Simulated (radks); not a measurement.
Values are calculated unless marked as measured or tabulated.
Kinetic energies: the exact non-interacting value of the Kohn-Sham orbitals and orbital-free approximations, in hartree. Species: Eu+ [Xe] 4f7 6s1; Kr29+ [He] 2s2 2p3; Cs [Xe] 6s1. Code: a radial shooting solver on a logarithmic mesh with Libxc functionals. Model: non-relativistic Kohn-Sham, r2SCAN, spin-polarised, spherical densities, point nucleus; meta-GGA in the generalised Kohn-Sham scheme. Every spin shell is full or empty, so the densities are truly spherical. Functionals are evaluated on that one density, not self-consistently.

functional          Eu+    Kr29+       Cs
exact           10423.7  1954.19  7554.02
Thomas-Fermi     9901.8   1798.3   7164.2
von Weizsacker   4014.5   1332.2   3044.3
TF + vW           13916   3130.5    10208
TF + vW/9         10348   1946.3   7502.4
TF + vW/5         10705   2064.7   7773.0
LC94              10424   1954.3   7558.3
APBEK             10428   1955.2   7561.9
revAPBEK          10444   1964.7   7574.6
Perdew 92         10349   1946.6   7503.1
Thakkar           10349   1951.2   7507.5
Pearson           10328   1904.9   7486.0
LKT               12248   2669.4   8951.3
PG1               11850   2553.2   8649.8
DePristo-Kress    10404   1945.6   7545.2
Ernzerhof         10373   1970.7   7522.2
